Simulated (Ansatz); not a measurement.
Gas-phase electronic energies from Ansatz, PBE0-D4/def2-TZVP geometries. CBS: MP2 limit from def2 TZ/QZ plus the TZ coupled-cluster correction, frozen cores. This one scheme is used for every species, atoms too. Open shells (•) are unrestricted, without spin–orbit coupling. Spin–orbit coupling would lower the free atoms: a little for C, Cl; clearly for Ge. For Ge outer-core shells are correlated without core-valence functions, so the limit isn't a true one: a few kJ/mol of doubt a bond, and 10 to 20 or more in all where bonds break to atoms. Scalar relativity is left out up to krypton.

`C[CH](Cl)[GeH3]` → 2 C• + Cl• + Ge• + 7 H•  (atomization)

`C[CH](Cl)[GeH3]`:

Cartesian coordinates in Å:
```
C 1.328 -0.559 -0.116
C 0.362 0.586 0.084
Cl 0.512 1.769 -1.260
Ge -1.527 0.020 0.179
H 1.262 -1.252 0.728
H 2.357 -0.197 -0.182
H 1.103 -1.112 -1.030
H 0.609 1.146 0.987
H -2.425 1.247 0.384
H -1.698 -0.955 1.361
H -1.883 -0.694 -1.133
```

```tsv
level	ΔE (kcal/mol)
CCSD(T)/def2-TZVPP	853.5
MP2/def2-QZVPP	867.7
```

Question: What does CCSD(T)/CBS give? (Estimate.)

Answer: Computed: +871.7 kcal/mol. The listed levels differ from it by -18.2, -4.0 kcal/mol.

Largest T1 diagnostic among the species: 0.010.

In def2-TZVPP, CCSD(T) changes the Hartree–Fock value by +208.1 kcal/mol (the triples alone add +11.1 kcal/mol) and MP2 by +211.7 kcal/mol; breaking electron pairs costs correlation energy, which Hartree–Fock lacks. From PBE to PBE0 (25 % exact exchange), in def2-TZVPP and without D4, ΔE moves by −6.9 kcal/mol: exact exchange takes away binding that semilocal exchange gives to molecules. The D4 term adds +9.0 kcal/mol with B3LYP and +4.7 kcal/mol with PBE0; it sums over pairs of atoms, weighted by their polarisabilities, and B3LYP, whose exchange is more repulsive, gets the larger term.

B3LYP here is the variant with VWN-RPA as its local correlation; programs differ in this.

For atomizations the MP2-based limit and the directly extrapolated one differ by several kJ/mol either way, and by 10 to 25 for some Ge, Se and Sn compounds, so smaller differences from it don't rank the levels.
